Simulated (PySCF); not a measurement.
CHCl2F3Si. Atoms are numbered in the order given.

```xyz
8

Si     0.5166     0.5805     0.0000
Cl     1.4085    -0.1601     1.6772
Cl     1.4085    -0.1601    -1.6772
C     -1.3065    -0.0300     0.0000
F     -1.4028    -1.3664     0.0000
F     -1.9555     0.4300    -1.0855
F     -1.9555     0.4300     1.0855
H      0.5427     2.0550     0.0000
```

The structure is a stationary point at ωB97X-D3(BJ)/def2-SVP.

Method: TDDFT-CAM-B3LYP/def2-SVPD (PySCF 2.14.0).

Vertical excitations. The molecule is in vacuum. State labels are in the subgroup Cs.

```tsv
state	symmetry	energy (eV)	λ (nm)	f	main pairs
S1	A'	7.75	160	0.011	HOMO→LUMO 91 %
S2	A"	7.96	156	0.000	HOMO→LUMO+1 82 %
S3	A"	8.09	153	0.033	HOMO−1→LUMO 79 %, HOMO−3→LUMO+1 13 %
S4	A"	8.35	149	0.001	HOMO−2→LUMO 80 %
S5	A'	8.41	147	0.046	HOMO−1→LUMO+1 55 %, HOMO−3→LUMO 35 %
S6	A'	8.61	144	0.004	HOMO−3→LUMO 57 %, HOMO−1→LUMO+1 34 %
S7	A'	8.77	141	0.041	HOMO−2→LUMO+1 86 %
S8	A'	8.99	138	0.029	HOMO→LUMO+2 86 %
S9	A"	9.00	138	0.079	HOMO−3→LUMO+1 63 %, HOMO−1→LUMO 11 %
S10	A"	9.28	134	0.016	HOMO−1→LUMO+2 82 %
T1	A'	7.35	169	0	HOMO→LUMO 84 %
T2	A"	7.47	166	0	HOMO→LUMO+1 75 %, HOMO−2→LUMO 14 %
T3	A"	7.51	165	0	HOMO−1→LUMO 84 %
T4	A'	7.84	158	0	HOMO−3→LUMO 53 %, HOMO−1→LUMO+1 31 %
```
Triplets are in the Tamm–Dancoff approximation, which puts them higher than full response would, so one can lie above its singlet here.
